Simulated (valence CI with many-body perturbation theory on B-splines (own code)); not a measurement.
## Energy levels of Tl XLI

Level of theory: valence CI with perturbative core correlation (CI+MBPT): five valence electrons over a frozen Dirac-Fock core [Kr], radial functions for each j: 7 s, 7 p, 8 d, 6 f, 4 g, 1 h, with the one-electron correlation potential Σ1 (screened to all orders), the two-electron term Σ2, the three-electron term Σ3, Breit, model QED; selected single and double excitations, second order for the rest, scaled by the run's own slope (own B-spline code, finite nucleus).

No measured spectrum was set against this ion. As an estimate, large intervals hold to a few tenths of a per cent, small ones and those within an open d or f shell to about a per cent. Among the levels kept, up to 400 cm⁻¹ of a level comes from second order outside the variational space, and about a tenth of that is noise between levels of different J, which matters for small intervals. Only levels of the ground parity were solved; by the run's estimate the other parity begins above the list, which can be wrong where configurations are misplaced.

Levels 1 to 32 of 32, with energies above the lowest level, (4d3/2^4 4d5/2) J=5/2. "Leading %" is the weight of the configuration and term that name the level; weights of strongly mixed levels are sums over their largest components and can fall short, so below about 35 % the name and the second component can differ from the true leading terms, or belong to a minority configuration. In the jj column 3d3/2^4 stands for four electrons in 3d with j = 3/2. Lifetimes count E1, E2, E3, M1 and M2 decay at the calculated energies, and are blank where another channel may lead or the interval is too uncertain; long ones can be off by a factor of two.

```
No.  Configuration  Term     J  E (cm⁻¹)  Leading %  Lifetime               Leading jj      g
  1            4d5    4P   5/2         0         25               4d3/2^4 4d5/2 (96 %)  1.295
  2            4d5    6S   5/2    186660         36   4.54 μs   4d3/2^3 4d5/2^2 (93 %)  1.341
  3            4d5    4G   7/2    228680         32   9.10 μs   4d3/2^3 4d5/2^2 (99 %)  1.167
  4            4d5    4D   3/2    233860         39   4.01 μs   4d3/2^3 4d5/2^2 (98 %)  1.161
  5            4d5    2H  11/2    237610         44             4d3/2^3 4d5/2^2 (99 %)  1.106
  6            4d5    2G   9/2    253150         32   4.38 ms   4d3/2^3 4d5/2^2 (97 %)  1.138
  7            4d5    2D   5/2    264470         33    130 μs   4d3/2^3 4d5/2^2 (95 %)  1.132
  8            4d5    4P   1/2    275200         41    571 μs   4d3/2^3 4d5/2^2 (92 %)  1.782
  9            4d5    2F   7/2    280080         40    163 μs   4d3/2^3 4d5/2^2 (98 %)  1.073
 10            4d5    2D   3/2    337530         61   37.1 μs   4d3/2^3 4d5/2^2 (91 %)  0.795
 11            4d5    6S   5/2    412480         34   2.08 μs   4d3/2^2 4d5/2^3 (92 %)  1.311
 12            4d5    4D   7/2    442600         52   3.78 μs   4d3/2^2 4d5/2^3 (99 %)  1.214
 13            4d5    2I  11/2    448300         50   5.58 μs   4d3/2^2 4d5/2^3 (99 %)  1.092
 14            4d5    4G   9/2    453540         62   5.62 μs   4d3/2^2 4d5/2^3 (97 %)  1.146
 15            4d5    4D   1/2    465250         78   3.03 μs   4d3/2^2 4d5/2^3 (98 %)  0.469
 16            4d5    2I  13/2    469460        100   27.4 μs  4d3/2^2 4d5/2^3 (100 %)  1.072
 17            4d5    4P   3/2    473100         53   2.10 μs   4d3/2^2 4d5/2^3 (97 %)  1.173
 18            4d5    2F   5/2    476410         42   3.85 μs   4d3/2^2 4d5/2^3 (97 %)  1.020
 19            4d5    2H   9/2    498280         52   3.16 μs   4d3/2^2 4d5/2^3 (99 %)  1.107
 20            4d5    2G   7/2    504970         61   10.7 μs   4d3/2^2 4d5/2^3 (99 %)  0.987
 21            4d5    4F   5/2    509730         64   3.05 μs   4d3/2^2 4d5/2^3 (98 %)  1.052
 22            4d5    2D   3/2    512080         84   7.69 μs   4d3/2^2 4d5/2^3 (91 %)  0.859
 23            4d5    4P   1/2    532030         44   3.98 μs   4d3/2^2 4d5/2^3 (87 %)  1.766
 24            4d5    2G   7/2    535060         47   5.75 μs   4d3/2^2 4d5/2^3 (96 %)  1.036
 25            4d5    2G   9/2    564030         79   10.3 μs   4d3/2^2 4d5/2^3 (97 %)  1.105
 26            4d5    2P   3/2    612240         74   9.80 μs   4d3/2^2 4d5/2^3 (97 %)  1.186
 27            4d5    2D   5/2    625710         78   5.23 μs   4d3/2^2 4d5/2^3 (92 %)  1.192
 28            4d5    4P   5/2    674000         34   1.32 μs     4d3/2 4d5/2^4 (95 %)  1.230
 29            4d5    2F   7/2    705470         29   1.92 μs     4d3/2 4d5/2^4 (99 %)  1.188
 30            4d5    4D   3/2    714950         30   1.54 μs     4d3/2 4d5/2^4 (98 %)  0.993
 31            4d5    2H  11/2    715180         55   2.40 μs     4d3/2 4d5/2^4 (99 %)  1.073
 32            4d5    2G   9/2    736650         53   2.72 μs     4d3/2 4d5/2^4 (97 %)  1.117
```

The ionisation energy to 4d4 3P_0 of the next ion comes out as 1922.3 eV (NIST: 1920 ± 4 eV (theoretical)). All 32 levels together are meant to be complete up to 743740 cm⁻¹.
